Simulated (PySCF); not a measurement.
C4H13NSi.

```xyz
19

C     -1.7075    -1.2893     0.6321
C     -0.9900     0.0157     0.2670
C     -1.7229     0.7673    -0.8535
N      0.4339    -0.2027    -0.0245
C      0.7563    -1.0266    -1.1769
Si     1.6301     0.8707     0.6395
H     -2.7293    -1.0809     0.9862
H     -1.1620    -1.8182     1.4281
H     -1.7937    -1.9650    -0.2337
H     -1.0188     0.6575     1.1650
H     -1.7744     0.1647    -1.7747
H     -2.7568     1.0036    -0.5559
H     -1.2096     1.7116    -1.0935
H      1.8412    -1.2117    -1.2125
H      0.4708    -0.5708    -2.1459
H      0.2656    -2.0133    -1.1197
H      1.8130     2.1714    -0.0909
H      2.9477     0.1706     0.6173
H      1.2318     1.2070     2.0372
```

The structure is a stationary point at B3LYP-D3(BJ)/def2-SVP. One conformer was computed; it need not be the lowest.

These are B3LYP/pcSseg-1 run with PySCF values and carry that method's errors. Non-relativistic, no solvent.

Computed absolute GIAO shielding of each atom: isotropic value and principal components (ppm):
```json
[
 {"atom": "C1", "σ(iso)": "156.8", "σ11": "129.8", "σ22": "156.8", "σ33": "183.8", "span": "54.1"},
 {"atom": "C2", "σ(iso)": "125.2", "σ11": "102.9", "σ22": "121.0", "σ33": "151.8", "span": "48.8"},
 {"atom": "C3", "σ(iso)": "158.4", "σ11": "137.1", "σ22": "156.2", "σ33": "181.9", "span": "44.8"},
 {"atom": "N4", "σ(iso)": "229.8", "σ11": "198.5", "σ22": "218.4", "σ33": "272.7", "span": "74.2"},
 {"atom": "C5", "σ(iso)": "150.0", "σ11": "128.3", "σ22": "141.4", "σ33": "180.1", "span": "51.8"},
 {"atom": "Si6", "σ(iso)": "386.3", "σ11": "321.6", "σ22": "359.4", "σ33": "478.0", "span": "156.4"},
 {"atom": "H7", "σ(iso)": "30.4", "σ11": "26.4", "σ22": "28.3", "σ33": "36.6", "span": "10.2"},
 {"atom": "H8", "σ(iso)": "30.4", "σ11": "26.5", "σ22": "28.1", "σ33": "36.6", "span": "10.0"},
 {"atom": "H9", "σ(iso)": "29.9", "σ11": "26.2", "σ22": "29.4", "σ33": "33.9", "span": "7.7"},
 {"atom": "H10", "σ(iso)": "28.4", "σ11": "24.6", "σ22": "28.5", "σ33": "32.0", "span": "7.4"},
 {"atom": "H11", "σ(iso)": "30.0", "σ11": "26.4", "σ22": "29.4", "σ33": "34.1", "span": "7.7"},
 {"atom": "H12", "σ(iso)": "30.5", "σ11": "26.4", "σ22": "28.3", "σ33": "36.6", "span": "10.2"},
 {"atom": "H13", "σ(iso)": "30.3", "σ11": "26.1", "σ22": "28.6", "σ33": "36.2", "span": "10.1"},
 {"atom": "H14", "σ(iso)": "29.0", "σ11": "24.5", "σ22": "27.6", "σ33": "35.0", "span": "10.5"},
 {"atom": "H15", "σ(iso)": "29.0", "σ11": "24.3", "σ22": "27.2", "σ33": "35.5", "span": "11.2"},
 {"atom": "H16", "σ(iso)": "28.8", "σ11": "23.8", "σ22": "27.8", "σ33": "35.0", "span": "11.2"},
 {"atom": "H17", "σ(iso)": "26.7", "σ11": "22.9", "σ22": "24.7", "σ33": "32.5", "span": "9.6"},
 {"atom": "H18", "σ(iso)": "26.9", "σ11": "23.6", "σ22": "25.2", "σ33": "32.1", "span": "8.5"},
 {"atom": "H19", "σ(iso)": "26.9", "σ11": "23.5", "σ22": "25.5", "σ33": "31.7", "span": "8.2"}
]
```
